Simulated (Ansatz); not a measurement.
BTBT (C14H8S2), relaxed as a singlet with RKS PBE-D4/def2-SVP in Ansatz, starting from the GFN2-xTB geometry. Force threshold 0.03 eV/Å.

Start:

Cartesian coordinates in Å:
```
C -1.156 0.017 -4.274
C -2.320 0.031 -3.507
C -2.260 0.030 -2.131
C -1.015 0.015 -1.504
C 0.155 0.002 -2.292
C 0.088 0.003 -3.675
S 1.622 -0.015 -1.334
C 0.677 -0.006 0.124
C 1.015 -0.012 1.504
C 2.261 -0.029 2.131
C 2.320 -0.031 3.507
C 1.156 -0.018 4.274
C -0.088 -0.004 3.675
C -0.155 -0.002 2.292
S -1.622 0.015 1.334
C -0.677 0.009 -0.124
H -1.227 0.017 -5.351
H -3.280 0.043 -4.002
H -3.157 0.040 -1.530
H 0.993 -0.010 -4.262
H 3.158 -0.041 1.530
H 3.280 -0.042 4.002
H 1.227 -0.018 5.351
H -0.994 0.005 4.262
```

**Question.** Estimate the energy that the relaxation releases and the steps that it takes.

**Answer.** 0.20 eV, in 4 steps; 22 s on 4 threads of Arm Neoverse V1 on a shared host. No frequencies were taken in this run, so the end may be a saddle point.

**Question.** Does the start keep its bonding and symmetry?

**Answer.** By distances, no bond broke or formed. The bond that changes most is C6–H20, from 1.08 to 1.10 Å (atoms count from 1). Point group C2h at the start, C2h at the end, both within 0.05 Å.

**Question.** Predict the relaxed structure.

**Answer.** 
```xyz
24

C    -1.1700    0.0179   -4.3301
C    -2.3510    0.0308   -3.5546
C    -2.2894    0.0290   -2.1593
C    -1.0310    0.0138   -1.5179
C     0.1565    0.0006   -2.3181
C     0.0903    0.0026   -3.7203
S     1.6303   -0.0175   -1.3488
C     0.6855   -0.0078    0.1256
C     1.0309   -0.0133    1.5179
C     2.2894   -0.0288    2.1593
C     2.3510   -0.0313    3.5546
C     1.1700   -0.0183    4.3301
C    -0.0903   -0.0027    3.7203
C    -0.1565   -0.0002    2.3181
S    -1.6303    0.0181    1.3489
C    -0.6855    0.0085   -0.1256
H    -1.2373    0.0197   -5.4284
H    -3.3304    0.0426   -4.0558
H    -3.2093    0.0394   -1.5552
H     1.0088   -0.0076   -4.3254
H     3.2093   -0.0390    1.5552
H     3.3304   -0.0436    4.0558
H     1.2373   -0.0203    5.4284
H    -1.0088    0.0073    4.3254
```
Bond lengths: 15 × C–C 1.39 to 1.43 Å; 4 × C–S 1.75 to 1.76 Å; 8 × C–H 1.10 Å.
